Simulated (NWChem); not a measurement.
All runs are NWChem calculations. System: C2H3Br, charge 1, spin multiplicity 2, at the geometry of a parent with another charge or spin, in a state set for the comparison that need not be this species' ground state. Its SCF solution wasn't tested for a lower state. Level: UB3LYP/def2-TZVP, VWN1-RPA local correlation.

Input file:

```
start mol
memory heap 200 mb stack 900 mb global 1100 mb
charge 1
geometry units angstroms nocenter noautoz
  C      2.092059    -0.385490     0.000000
  C      0.843371    -0.838830     0.000000
  Br    -0.669911     0.276113     0.000000
  H      2.327757     0.681202     0.000000
  H      2.920885    -1.098801     0.000000
  H      0.585668    -1.900422     0.000000
  symmetry group Cs
end
basis spherical
  * library def2-tzvp
end
dft
  xc b3lyp
  odft
  mult 2
  semidirect memsize 60000000 filesize 0
  iterations 100
end
task dft energy
```

NWChem printed:

```
             Northwest Computational Chemistry Package (NWChem) 7.3.0
             --------------------------------------------------------

                                NWChem Input Module
                                -------------------

 Scaling coordinates for geometry "geometry" by  1.889725989
 (inverse scale =  0.529177249)

 Turning off AUTOSYM since
 SYMMETRY directive was detected!

                             Geometry "geometry" -> ""
                             -------------------------

 Output coordinates in angstroms (scale by  1.889725989 to convert to a.u.)

  No.       Tag          Charge          X              Y              Z
 ---- ---------------- ---------- -------------- -------------- --------------
    1 C                    6.0000     2.09205900    -0.38549000     0.00000000
    2 C                    6.0000     0.84337100    -0.83883000     0.00000000
    3 Br                  35.0000    -0.66991100     0.27611300     0.00000000
    4 H                    1.0000     2.32775700     0.68120200     0.00000000
    5 H                    1.0000     2.92088500    -1.09880100     0.00000000
    6 H                    1.0000     0.58566800    -1.90042200     0.00000000

 Effective nuclear repulsion energy (a.u.)     144.7798333634

            Nuclear Dipole moment (a.u.)
            ----------------------------
        X                 Y               Z
 ---------------- ---------------- ----------------
     0.0000094486     0.0000264562     0.0000000000

      Symmetry information
      --------------------

 Group name             Cs
 Group number              2
 Group order               2
 No. of unique centers     6

      Symmetry unique atoms

     1    2    3    4    5    6


 Summary of "ao basis" -> "" (spherical)
 ------------------------------------------------------------------------------
       Tag                 Description            Shells   Functions and Types
 ---------------- ------------------------------  ------  ---------------------
 *                         def2-tzvp                  on all atoms

                                 NWChem DFT Module
[...]
 overlap   1.000  0.997  1.000  1.000  0.998  0.995  1.000  0.999  0.998  0.999

   alpha     31     32     33     34     35     36     37     38     39     40
    beta     31     32     33     34     35     36     37     38     39     40
 overlap   0.996  0.994  0.994  0.993  0.991  0.990  0.993  0.997  0.930  0.935

   alpha     41     42     43     44     45     46     47     48     49     50
    beta     41     42     43     44     45     46     47     48     49     50
 overlap   0.991  0.991  0.997  1.000  0.996  0.994  0.997  0.999  0.999  1.000

   alpha     51     52     53     54     55     56     57     58     59     60
    beta     51     52     53     54     55     56     57     58     59     60
 overlap   1.000  1.000  0.998  0.998  1.000  1.000  0.999  0.998  1.000  1.000

   alpha     61     62     63     64     65     66     67     68     69     70
    beta     61     62     63     64     65     67     66     68     69     71
 overlap   0.999  0.998  0.998  0.999  0.952  0.992  0.953  0.993  0.983  0.999

   alpha     71     72     73     74     75     76     77     78     79     80
    beta     70     72     73     75     74     76     78     77     79     80
 overlap   0.946  0.954  0.986  0.999  0.990  0.995  0.998  0.999  1.000  0.999

   alpha     81     82     83     84     85     86     87     88     89     90
    beta     81     83     82     84     85     86     87     88     89     90
 overlap   1.000  0.999  0.998  0.999  0.998  1.000  1.000  1.000  0.999  1.000

   alpha     91     92     93     94     95     96     97     98     99    100
    beta     91     92     93     94     95     97     96     98     99    100
 overlap   1.000  1.000  0.999  0.999  0.997  0.999  0.985  0.984  0.998  0.996

   alpha    101    102    103    104    105    106    107    108    109    110
    beta    101    102    103    104    105    106    107    108    109    110
 overlap   0.997  0.998  0.998  0.988  0.989  0.999  1.000  0.999  0.999  0.999

   alpha    111    112    113    114    115    116    117    118    119    120
    beta    111    112    113    114    115    116    117    118    119    120
 overlap   0.999  1.000  1.000  1.000  1.000  1.000  1.000  1.000  1.000  1.000

   alpha    121    122    123    124    125    126    127    128
    beta    121    122    123    124    125    126    127    128
 overlap   1.000  0.999  0.998  0.999  1.000  1.000  1.000  1.000

     --------------------------
     Expectation value of S2:
     --------------------------
      <S2> =      0.7569 (Exact =     0.7500)

 center of mass
 --------------
 x =  -0.21968147 y =   0.08902575 z =   0.00000000

 moments of inertia (a.u.)
 ------------------
          76.444225648100         125.422067343110           0.000000000000
         125.422067343110         392.390260948790           0.000000000000
           0.000000000000           0.000000000000         468.834486596891

     Multipole analysis of the density
     ---------------------------------

     L   x y z        total         alpha         beta         nuclear
     -   - - -        -----         -----         ----         -------
     0   0 0 0      1.000000    -25.000000    -24.000000     50.000000

     1   1 0 0      1.552276      0.208753      1.343514      0.000009
     1   0 1 0     -0.627517     -0.195836     -0.431707      0.000026
     1   0 0 1     -0.000000     -0.000000     -0.000000      0.000000

     2   2 0 0     -9.669111   -116.938902   -108.880547    216.150338
     2   1 1 0     -3.125790     32.179679     30.024585    -65.330054
     2   1 0 1     -0.000000      0.000000     -0.000000      0.000000
     2   0 2 0    -17.095414    -32.559849    -31.190723     46.655159
     2   0 1 1      0.000000      0.000000      0.000000      0.000000
     2   0 0 2    -20.802120    -11.582940     -9.219180      0.000000

 Task  times  cpu:        9.9s     wall:        9.9s

 Total times  cpu:        9.9s     wall:        9.9s
```
